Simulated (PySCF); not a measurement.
# One molecule, several mistakes: AlC2H7N

All numbers below are calculated, not measured. The program is PySCF 2.14.0, an open-source quantum chemistry code, run on an isolated molecule that a program drew, which may never have been made. The molecule is AlC2H7N (charge 0, doublet), drawn as the SMILES string `[CH2]N[CH2][AlH2]`.

Each row is a Hartree-Fock (HF) and frozen-core CCSD(T) single point in the cc-pV(D+d)Z basis, meant for a local HF minimum. Run 1 is clean. Each other run has one planted mistake out of seven kinds, and not every kind appears here: one electron removed, one electron added, multiplicity raised by two, geometry at a saddle point, minimal basis STO-3G, one bond length entered in bohr, all coordinates scaled. The reference is restricted for singlets and unrestricted otherwise, and also for a bond in bohr. Adding or removing an electron swaps singlet and doublet. Electrons count all cores. HOMO and LUMO are orbital energies over both spins, the gradient is its largest component, and the lowest frequency (negative if imaginary) is given only where the gradient is small. Bond lengths are over the 10 bonds as drawn. T1 is the CCSD diagnostic: over 0.02 (restricted) or 0.045 (unrestricted) a single reference is doubtful.

Geometry of the clean run:
```xyz
11
AlC2H7N, angstrom
C     0.6133   -0.9055    2.7089
N     0.7114    0.4467    2.9469
C    -0.5046    1.2327    2.5971
Al   -0.8199    0.0966    0.9845
H    -0.2356   -1.4014    3.1760
H     1.5372   -1.4705    2.6877
H     1.5799    0.8583    2.6614
H    -0.2235    2.2788    2.4759
H    -1.2120    1.1740    3.4281
H     0.1248    0.4112   -0.2507
H    -2.0908   -0.8395    0.8302
```

| run | electrons | basis functions | <S^2> | HOMO (eV) | LUMO (eV) | gradient (hartree/bohr) | lowest frequency (cm^-1) | mean bond (Å) | longest bond (Å) | T1 | HF (hartree) | CCSD(T) (hartree) | mistake |
|---|---|---|---|---|---|---|---|---|---|---|---|---|---|
| 1 | 39 | 100 | 0.765 | -8.66 | 2.01 | 2.8e-05 | 150 | 1.3393 | 1.998 | 0.0160 | -376.11237 | -376.69468 | no fault |
| 2 | 39 | 100 | 0.763 | -8.42 | 2.33 | 5.9e-02 | - | 1.2630 | 1.884 | 0.0138 | -376.07513 | -376.64728 | all coordinates scaled |
| 3 | 39 | 100 | 3.779 | -3.59 | -1.26 | 9.5e-02 | - | 1.3393 | 1.998 | 0.0260 | -375.92220 | -376.48865 | multiplicity raised by two |
| 4 | 38 | 100 | 0.000 | -15.94 | -5.88 | 1.1e-01 | - | 1.3393 | 1.998 | 0.0202 | -375.84446 | -376.43493 | one electron removed |
| 5 | 40 | 100 | 0.000 | -0.41 | 7.41 | 8.7e-02 | - | 1.3393 | 1.998 | 0.0148 | -376.07346 | -376.68777 | ? |
| 6 | 39 | 31 | 0.761 | -6.46 | 6.40 | 3.9e-02 | - | 1.3393 | 1.998 | 0.0173 | -371.55662 | -371.79296 | ? |

**Which mistake was planted in run 5, and what did it cost?**

It counts 40 electrons, one more than the clean run, at the same geometry and basis. So the mistake is: one electron added. Subtracting run 1 and multiplying by 627.51 kcal/mol a hartree, the energy moved by 24.4 kcal/mol in HF and 4.3 kcal/mol in CCSD(T).

**Which mistake was planted in run 6, and what did it cost?**

It has 31 basis functions where the clean run has 100, with the same electrons and geometry. So the mistake is: minimal basis STO-3G. Subtracting run 1 and multiplying by 627.51 kcal/mol a hartree, the energy moved by 2858.8 kcal/mol in HF and 3075.9 kcal/mol in CCSD(T).

Cautions from the logs. Run 4: T1 is over the limit, so its CCSD(T) energy is less reliable; run 5: the added electron raises the CCSD(T) energy, so it isn't bound in this basis.
